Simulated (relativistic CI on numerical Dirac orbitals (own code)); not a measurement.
## Level scheme of Sn³⁺

Method of calculation: Dirac-Coulomb-Breit CI, separate exchange-only KLI orbitals for each configuration, model QED (radiative potential, 1s self-energy scaled to tabulated hydrogen-like ionisation energies), valence Slater integrals scaled by 0.85, P86 correlation energy added to each configuration (own radial code, finite nucleus).

Configuration list (outside the closed core [Kr]): 4d10 5s, 4d10 5p, 4d10 5d, 4d10 5f, 4d10 5g, 4d10 6s, 4d9 5s2, 4d10 6p, 4d10 4f, 4d10 6d, 4d10 7s, 4d9 5s 4f, 4d10 7p, 4d8 5s 5p2, 4d9 5s 5p, 4d9 5p2. Levels of other configurations are missing.

The lowest level is 4d10 5s 2S_1/2, with 100 % of that term; Hund's rules for 4d10 5s give 2S with J = 1/2, in agreement.

```csv
No.,Configuration,Term,J,E (eV),%,Landé g,Lifetime (s)
1,4d10 5s,2S,1/2,0.0000,100,2.002,
2,4d10 5p,2P°,1/2,8.4275,100,0.666,1.05e-09
3,4d10 5p,2P°,3/2,9.1774,100,1.334,8.10e-10
4,4d10 5d,2D,3/2,19.8482,99,0.799,2.62e-10
5,4d10 5d,2D,5/2,19.9233,99,1.200,2.89e-10
6,4d10 6s,2S,1/2,20.8818,100,2.002,3.21e-10
7,4d9 5s2,2D,5/2,21.3666,96,1.200,6.74e-08
8,4d9 5s2,2D,3/2,22.3825,97,0.799,2.27e-05
9,4d10 6p,2P°,1/2,23.7794,100,0.666,1.63e-09
10,4d10 6p,2P°,3/2,24.0312,100,1.334,1.74e-09
11,4d10 4f,2F°,7/2,25.8665,99,1.143,8.44e-10
12,4d10 4f,2F°,5/2,25.8810,99,0.857,8.13e-10
13,4d9 5s 5p,4P°,5/2,28.1439,90,1.570,7.17e-07
14,4d10 6d,2D,3/2,28.3200,100,0.799,6.72e-10
15,4d10 6d,2D,5/2,28.3571,100,1.200,7.46e-10
16,4d10 7s,2S,1/2,28.6383,100,2.002,4.35e-10
17,4d9 5s 5p,4F°,7/2,28.7566,74,1.248,1.17e-07
18,4d9 5s 5p,4F°,5/2,28.7732,59,1.006,1.56e-07
19,4d9 5s 5p,4P°,3/2,28.7870,75,1.573,2.50e-09
20,4d9 5s 5p,4F°,9/2,29.1029,100,1.334,2.02e+00
21,4d9 5s 5p,4F°,3/2,29.2958,87,0.540,3.08e-08
22,4d9 5s 5p,4P°,1/2,29.4113,85,2.309,1.72e-09
23,4d9 5s 5p,2F°,5/2,29.7926,48,1.087,7.57e-08
24,4d9 5s 5p,4D°,7/2,29.8343,81,1.379,3.52e-07
25,4d9 5s 5p,2D°,3/2,29.9606,59,0.971,2.49e-09
26,4d10 7p,2P°,1/2,29.9800,98,0.665,8.82e-10
27,4d10 7p,2P°,3/2,30.1018,97,1.334,8.50e-10
28,4d9 5s 5p,2D°,5/2,30.1073,30,1.149,8.64e-08
29,4d9 5s 5p,2P°,1/2,30.3640,66,0.815,1.53e-10
30,4d9 5s 5p,2P°,3/2,30.3699,75,1.294,1.37e-10
31,4d9 5s 5p,4D°,1/2,30.4714,72,0.212,3.01e-10
32,4d9 5s 5p,2F°,7/2,30.6384,64,1.180,2.19e-08
33,4d9 5s 5p,4D°,3/2,30.7843,47,1.087,1.27e-09
34,4d10 5f,2F°,7/2,30.9324,88,1.145,2.52e-09
35,4d10 5f,2F°,5/2,30.9370,97,0.863,2.56e-09
36,4d9 5s 5p,2D°,5/2,31.0139,63,1.237,4.47e-08
37,4d10 5g,2G,9/2,31.3569,100,1.111,1.03e-09
38,4d10 5g,2G,7/2,31.3570,100,0.889,1.03e-09
39,4d9 5s 5p,2P°,3/2,33.1496,95,1.314,8.80e-11
40,4d9 5s 5p,2F°,7/2,33.2387,98,1.144,2.34e-10
41,4d9 5s 5p,2D°,5/2,33.7713,65,1.079,2.05e-10
42,4d9 5s 5p,2P°,1/2,34.0891,99,0.661,1.01e-10
43,4d9 5s 5p,2F°,5/2,34.3548,64,0.979,2.17e-10
44,4d9 5s 5p,2D°,3/2,34.8651,96,0.817,1.90e-10
45,4d9 5p2,4D,5/2,38.9826,63,1.312,2.67e-10
46,4d9 5p2,4D,7/2,39.1662,87,1.403,2.68e-10
47,4d9 5p2,4D,3/2,39.4183,72,1.125,2.21e-10
48,4d9 5p2,2F,5/2,39.8590,59,0.995,2.64e-10
49,4d9 5p2,4D,1/2,39.9032,92,0.141,2.35e-10
50,4d9 5p2,4F,9/2,40.0512,76,1.280,
51,4d9 5p2,4F,7/2,40.0760,59,1.224,
52,4d9 5p2,4P,5/2,40.2197,52,1.395,
53,4d9 5p2,2P,3/2,40.2217,75,1.319,
54,4d9 5p2,2S,1/2,40.4949,76,1.700,
55,4d9 5p2,4F,3/2,40.5647,49,0.627,
56,4d9 5p2,4F,3/2,40.6551,38,0.784,
```

Energies count from the lowest computed level; ° marks odd parity; lifetimes are radiative, by E1, M1, E2, M2, E3 decay to levels of this space only; some are left blank where a channel outside the calculation adds to the decay or the decay crosses a small, uncertain gap.

The mean weight of the leading LS term, summed over parents, in these 56 levels is 81 %, and that of the leading jj configuration (from the same eigenvectors) 80 %.

For a near-neutral ion this model can misplace configurations by up to about 10,000 cm⁻¹ (more where the count of f electrons changes) and terms by 10 to 25 % of their spread. Rates follow the energies as ν³ (E1, M1) or ν⁵ (E2), so they and the lifetimes can be off by large factors. The fine structure of a lone outer electron comes out too small, for d and f at times inverted, and misplaced configurations move strength between like terms. 15 of the 15 excited levels that our extract of the measured tables holds in this range could be paired (the sources list more); they are missed by 4535 cm⁻¹ on average and 6632 at most, and levels without a partner can miss by more.

LS names give the leading component of a level, which can be under half, so a name can repeat, a term be missing and a line seem to break the LS rules.
